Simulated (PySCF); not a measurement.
# Where the electron goes

Species: C3H10P2Si.
Atom-mapped SMILES: `[PH2:1][Si:2]1([PH2:3])[CH2:4][CH2:5][CH2:6]1` (hydrogens: H7, H8 on P1; H9, H10 on P3; H11, H12 on C4; H13, H14 on C5; H15, H16 on C6)

Cartesian coordinates in Å at the GFN2-xTB level; atoms count from 1:
```xyz
16
C3H10P2Si angstrom
P      2.2702    0.4639    1.4231
Si     0.4185    0.4838    0.1151
P      0.1122    2.5299   -0.8131
C     -1.0943   -0.4282    0.8881
C     -1.1689   -1.3783   -0.3192
C      0.0852   -0.9679   -1.1098
H      2.7533   -0.7241    0.9057
H      3.0103    1.2221    0.5328
H     -1.2660    2.4902   -0.6990
H      0.2537    3.1892    0.3959
H     -2.0008    0.1533    1.0361
H     -0.8830   -0.9480    1.8198
H     -1.1492   -2.4260   -0.0244
H     -2.0729   -1.2078   -0.9009
H      0.8458   -1.7451   -1.1192
H     -0.1218   -0.6981   -2.1425
```

Method used: PySCF, TDDFT wB97X-D/def2-SVPD, vertical, gas phase, core orbitals frozen in the response. GFN2-xTB frequencies show an imaginary mode (30i cm⁻¹), so this geometry is no minimum at that level.

Kohn–Sham orbitals with the atoms that hold most of them (Löwdin shares over 4%, at most four atoms; ? is withheld):

```json
{"orbital": "HOMO-3", "ε (eV)": "-10.28", "atoms": "P3 24%, P1 23%, Si2 10%, C5 8%"}
{"orbital": "HOMO-2", "ε (eV)": "-9.76", "atoms": "Si2 22%, C6 19%, C4 18%, P3 10%"}
{"orbital": "HOMO-1", "ε (eV)": "-9.14", "atoms": "?"}
{"orbital": "HOMO", "ε (eV)": "-9.03", "atoms": "P3 31%, P1 22%, Si2 13%, C4 10%"}
{"orbital": "LUMO", "ε (eV)": "1.64", "atoms": "?"}
{"orbital": "LUMO+1", "ε (eV)": "1.73", "atoms": "P1 28%, Si2 23%, P3 18%, C6 7%"}
{"orbital": "LUMO+2", "ε (eV)": "1.90", "atoms": "P3 21%, Si2 21%, P1 19%, H9 11%"}
```

**Question.** Give the leading atoms of the HOMO-1.

**Answer.** P1 (bonded to Si and 2 H) 27%; P3 (bonded to Si and 2 H) 17%; Si2 (bonded to 2 C and 2 P) 15%; C6 (bonded to C, Si and 2 H) 10%. By element: phosphorus 44%, silicon 15%, carbon 10% or more.

**Question.** Which atoms hold the LUMO, and with what shares?

**Answer.** P3 (bonded to Si and 2 H) 25%; P1 (bonded to Si and 2 H) 24%; Si2 (bonded to 2 C and 2 P) 18%; H7 (bonded to P) 5%. By element: phosphorus 48%, silicon 18%, hydrogen 5% or more.

**Question.** The HOMO–LUMO gap is 10.66 eV. Where does the response calculation put the lowest singlet, and from which orbitals?

**Answer.** S1 is at 6.16 eV (f = 0.0058), 4.51 eV below the gap, made of HOMO→LUMO (36%), HOMO-1→LUMO+1 (22%), HOMO-1→LUMO (15%). Without the coupling terms of the response equations the lowest excitation would equal the gap.

Next come S2 at 6.31 eV (f 0.0050), HOMO→LUMO+1 (39%), HOMO-1→LUMO (21%), HOMO-1→LUMO+2 (9%); S3 at 6.56 eV (f 0.136), HOMO→LUMO (40%), HOMO-1→LUMO+1 (31%), HOMO-2→LUMO (10%); S4 at 6.69 eV (f 0.144), HOMO→LUMO+1 (46%), HOMO-1→LUMO (28%); S5 at 6.78 eV (f 0.075), HOMO→LUMO+2 (61%), HOMO-1→LUMO+1 (14%), HOMO→LUMO (8%).

Löwdin shares depend on the basis, the more so with diffuse functions.

One conformer stands for the species.

Without π bonds the low states are Rydberg-like; a valence basis with one diffuse set may place them up to an eV too high.
